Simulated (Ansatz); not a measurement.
A run for Ansatz (a first-principles code): U-CCSD(T)/def2-QZVPP on NaC-, 2S+1 = 3, a spin state set in the input, which need not be the lowest, a point of a bond scan (R = 2.383 Å). Charge -1. Files ending in .json are basis or fitting sets from the Basis Set Exchange.

Ansatz 0.2 input:
```yaml
crystal:
  periodic: [false, false, false]
  atoms:
    - {symbol: C, position_ang: [0.00000000, 0.00000000, 0.00000000]}
    - {symbol: Na, position_ang: [0.00000000, 0.00000000, 2.38259500]}
basis:
  gaussian:
    orbitals: def2-QZVPP.json
    pivot_positions_ang: [[0.00000000, 0.00000000, 0.00000000], [0.00000000, 0.00000000, 2.38259500]]
total_charge: -1
magnetization: {spin_polarized: true, initial_magnetization: 2}
correlation: {method: ccsd_t, electrons: valence}
output: {orbitals: {seedname: ./end}}
```

The log:

```
WARN ansatz: RAYON_NUM_THREADS=2 ignored (pool sized by the plan → 2); use --threads N
Functional definition: HF
integrals: 0.26 GiB planned
793 factors; integrals over basis functions are off by at most 3.7e-4 eV
mean field: 0.26 GiB planned
mean field evaluation 1: about -5425.4700 eV, gradient 1.9e1 eV
mean field evaluation 2: about -5425.4710 eV, gradient 1.9e1 eV
mean field evaluation 4: about -5430.6834 eV, gradient 4.3e0 eV
mean field evaluation 8: about -5431.9309 eV, gradient 2.3e-1 eV
mean field evaluation 16: about -5426.5184 eV, gradient 2.0e1 eV
mean field evaluation 32: about -5431.9128 eV, gradient 7.8e-1 eV
mean field evaluation 64: about -5429.0871 eV, gradient 2.1e0 eV
mean field evaluation 96: about -5430.9803 eV, gradient 8.8e-2 eV
mean field evaluation 128: about -5430.9785 eV, gradient 7.2e-2 eV
mean field evaluation 160: about -5430.9946 eV, gradient 1.3e-4 eV
mean field evaluation 192: about -5430.0332 eV, gradient 5.1e-1 eV
mean field evaluation 224: about -5429.4186 eV, gradient 1.8e-1 eV
mean field evaluation 256: about -5429.4246 eV, gradient 2.0e-1 eV
mean field evaluation 288: about -5429.4442 eV, gradient 1.5e-1 eV
mean field evaluation 320: about -5429.7797 eV, gradient 2.1e-2 eV
mean field evaluation 352: about -5429.8183 eV, gradient 1.8e0 eV
mean field -5431.93204304 eV, -199.6198206858 hartree, gradient 1.2e-6 eV, S^2 2.985259; 13 other end points of the search recorded, 0 dependent functions left out
determinant -5431.93204304 eV, -199.6198206858 hartree, with singles and doubles -5440.37794444 eV, -199.9302018374 hartree
determinant -5430.99456904 eV, -199.5853691518 hartree, with singles and doubles -5439.60368901 eV, -199.9017484753 hartree
determinant -5430.98048973 eV, -199.5848517469 hartree, with singles and doubles -5439.62640823 eV, -199.9025833912 hartree
determinant -5430.73253503 eV, -199.5757395796 hartree, with singles and doubles -5439.15550871 eV, -199.8852781530 hartree
determinant -5430.29997647 eV, -199.5598433457 hartree, with singles and doubles -5438.76230498 eV, -199.8708281827 hartree
determinant -5429.99006604 eV, -199.5484543474 hartree, with singles and doubles -5438.43828544 eV, -199.8589206839 hartree
determinant -5429.77965930 eV, -199.5407220426 hartree, with singles and doubles -5438.89874898 eV, -199.8758424069 hartree
determinant -5429.88205857 eV, -199.5444851461 hartree, with singles and doubles -5439.84499043 eV, -199.9106161389 hartree
2 core orbitals not correlated
reference -5431.93204304 eV, -199.6198206858 hartree; 8, 6 occupied and 105, 107 virtual orbitals, 793 factors
second order -7.83504731 eV of doubles, -0.00000000 eV of singles
coupled cluster: 1.05 GiB planned
cycle   1  -8.42377746 eV  change    -1.4e0 eV  update   2.5e-2
cycle   2  -8.44827311 eV  change   -2.4e-2 eV  update   1.1e-2
cycle   3  -8.45554900 eV  change   -7.3e-3 eV  update   7.1e-3
cycle   4  -8.45640241 eV  change   -8.5e-4 eV  update   3.7e-3
cycle   5  -8.45773622 eV  change   -1.3e-3 eV  update   1.9e-3
cycle   6  -8.45862323 eV  change   -8.9e-4 eV  update   1.2e-3
cycle   7  -8.45881172 eV  change   -1.9e-4 eV  update   8.0e-4
cycle   8  -8.45880596 eV  change    5.8e-6 eV  update   5.2e-4
cycle   9  -8.45886091 eV  change   -5.5e-5 eV  update   3.6e-4
cycle  10  -8.45894120 eV  change   -8.0e-5 eV  update   2.6e-4
cycle  11  -8.45900493 eV  change   -6.4e-5 eV  update   1.7e-4
cycle  12  -8.45899988 eV  change    5.1e-6 eV  update   1.0e-4
cycle  13  -8.45899493 eV  change    5.0e-6 eV  update   5.9e-5
cycle  14  -8.45898596 eV  change    9.0e-6 eV  update   3.6e-5
cycle  15  -8.45898172 eV  change    4.2e-6 eV  update   2.0e-5
cycle  16  -8.45898177 eV  change   -5.3e-8 eV  update   1.1e-5
coupled cluster: 1.06 GiB planned
perturbative correction -0.21265257 eV, -0.0078148379 hartree
Total energy: -5440.60367738 eV, -199.9384973702 hartree
```

The calculation finished and met its thresholds. Its determinant has ⟨S²⟩ = 2.99, a mixture of spin states.

Cost: very roughly 100 core-seconds.
